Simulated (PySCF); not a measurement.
# Worked example for AlH5O3Si: ionisation energy to the radical cation

Optimised structure (Å), atoms numbered from 1:
```
Al    0.4750   -0.5323    1.0126
O    -0.0395   -1.8693    1.9486
O     1.8549    0.3570    1.4868
O    -0.3605   -0.0546   -0.3938
Si   -0.7606    0.8795   -1.7075
H    -0.8203   -2.3914    1.7030
H     2.3541    0.1082    2.2815
H    -1.9134    0.2451   -2.4389
H    -1.1750    2.2626   -1.2770
H     0.3987    1.0019   -2.6616
```

Level of theory: B3LYP-D3(BJ)/ma-def2-SVP single points in PySCF, grid level 2; every species was optimised with BP86-D3(BJ)/def2-SVP. Zero-point energies come from unscaled GFN2-xTB harmonic frequencies. These were taken at the GFN2-xTB minima.

| state | structure | E / Eh |
| --- | --- | --- |
| parent | parent | -760.538031 |
| radical cation | parent | -760.143613 |
| radical cation | radical cation | -760.161538 |
| parent | radical cation | -760.527061 |

Zero-point energy of the radical cation less that of the parent: -0.115 eV. 1 Eh = 27.2114 eV.

Q: Work out the vertical and adiabatic ionisation energy.

A: Vertical: (-760.143613) − (-760.538031) = 0.394418 Eh = 10.73 eV. Adiabatic: 0.376493 Eh = 10.245 eV, and 10.13 eV with zero-point energy.

Q: And the inner reorganisation energy of self-exchange?

A: The radical cation relaxes by 487.7 meV and the parent by 298.5 meV, so λ = 786 meV.

Note: ma-def2-SVP is a small basis, whose errors can reach tens of kJ/mol.
